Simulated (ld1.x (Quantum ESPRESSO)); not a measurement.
## nickel (Ni): variants of one PAW potential

Base potential:

| Property | Result |
| --- | --- |
| Element | nickel (Ni) |
| Generator | ld1.x (Quantum ESPRESSO) 7.5 |
| Type | PAW |
| Functional | revPBE |
| Relativity | scalar-relativistic |
| Frozen core | [Ne] |
| Valence charge | 18 |
| Reference configuration | 3s2 3p6 3d8 4s1.75 4p0 (charge +0.25) |
| Partial waves | 3s (bound): rcut 1.00, rcutus 1.25 bohr; 4s (bound): rcut 1.00, rcutus 1.25 bohr; 3p (bound): rcut 1.45, rcutus 1.70 bohr; 4p (bound, empty): rcut 1.45, rcutus 1.70 bohr; 3d (bound): rcut 1.00, rcutus 1.05 bohr; 3d channel at 0.75 Ry: rcut 1.00, rcutus 1.05 bohr |
| Local potential | all-electron potential smoothed inside 1.30 bohr (lloc = -1) |
| Core correction | Bessel-smoothed model core inside 0.85 bohr |
| Augmentation charge | PSQ, inside the norm-conserving radii |

All-electron outer shells of the reference configuration (revPBE, scalar-relativistic, ld1.x):

```json
{"shell": "2s", "level (eV)": "-984.02", "outermost node (bohr)": "0.07", "outermost maximum (bohr)": "0.21"}
{"shell": "2p", "level (eV)": "-846.67", "outermost node (bohr)": "–", "outermost maximum (bohr)": "0.16"}
{"shell": "3s", "level (eV)": "-113.22", "outermost node (bohr)": "0.30", "outermost maximum (bohr)": "0.64"}
{"shell": "3p", "level (eV)": "-73.49", "outermost node (bohr)": "0.27", "outermost maximum (bohr)": "0.65"}
{"shell": "3d", "level (eV)": "-10.92", "outermost node (bohr)": "–", "outermost maximum (bohr)": "0.63"}
{"shell": "4s", "level (eV)": "-7.34", "outermost node (bohr)": "0.92", "outermost maximum (bohr)": "2.21"}
{"shell": "4p", "level (eV)": "-2.63", "outermost node (bohr)": "1.00", "outermost maximum (bohr)": "3.02"}
```

Cutoffs, loose and tight: the cutoffs (Ry, on a coarse ladder) from which the occupation-weighted sum of valence levels, in a spherical-Bessel basis at the reference potential, stays within 10 and 1 mRy of its value at 400 Ry. They do not see the model core or the augmentation charge, which bear on the density cutoff. Test errors are all-electron minus pseudo excitation energies from the reference, over the configurations 3s2 3p6 3d8 4s2 4p0; 3s2 3p6 3d8 4s1 4p0; 3s2 3p6 3d8 4s0 4p0; 3s2 3p5 3d8 4s2 4p0; 3s2 3p6 3d8 4s1.5 4p0; 3s2 3p6 3d8 4s0 4p1; 3s2 3p6 3d7 4s0 4p0. A dash means not determined; rows that change the core or the reference have their own tests.

Cutoffs are not given where the Bessel-basis levels miss the radial ones by over 6 mRy, ghosts where they miss by over 20 mRy; a channel whose overlap is not positive is not tested.

A file whose overlap is not positive is unfit for use, and its test errors describe a broken file.

```tsv
change	outcome	cutoff, loose	cutoff, tight	bound ghosts	largest test error (meV)
base	generated, overlap not positive	–	–	not determined (overlap not positive)	-39
local potential all-electron potential smoothed inside 0.86 bohr (lloc = -1)	generated	140 Ry	180 Ry	none	-37
local potential all-electron potential smoothed inside 0.94 bohr (lloc = -1)	generated	140 Ry	180 Ry	none	-37
local potential all-electron potential smoothed inside 1.06 bohr (lloc = -1)	generated	140 Ry	180 Ry	none	-37
local potential all-electron potential smoothed inside 1.26 bohr (lloc = -1)	generated, overlap not positive	–	–	not determined (overlap not positive)	-39
local potential all-electron potential smoothed inside 1.34 bohr (lloc = -1)	generated, overlap not positive	–	–	not determined (overlap not positive)	-41
local potential all-electron potential smoothed inside 1.52 bohr (lloc = -1)	generated	120 Ry	180 Ry	none	-42
local potential all-electron potential smoothed inside 1.68 bohr (lloc = -1)	generated	120 Ry	180 Ry	none	-40
```

Task: What comes out with this change to the base: local potential all-electron potential smoothed inside 2.00 bohr (lloc = -1)?

Result: outcome: generated; cutoff, loose: 140 Ry; cutoff, tight: 200 Ry; bound ghosts: none; largest test error (meV): -43.

Task: What comes out with this change to the base: local potential all-electron potential smoothed inside 1.86 bohr (lloc = -1)?

Result: outcome: generated; cutoff, loose: 140 Ry; cutoff, tight: 180 Ry; bound ghosts: none; largest test error (meV): -41.

Task: What comes out with this change to the base: local potential all-electron potential smoothed inside 0.64 bohr (lloc = -1)?

Result: outcome: generated, overlap not positive; bound ghosts: not determined (overlap not positive); largest test error (meV): -31. A file whose overlap is not positive is unfit for use, and its test errors describe a broken file.

Reading the sweep of the rcloc (base included, trends over the rows without a ghost): The loose cutoff stays near 120 Ry. The median size of the test errors (rows with all tests solved) is not monotonic: lowest 1.1 meV at 0.86 bohr, highest 3.2 meV at 1.52 bohr.
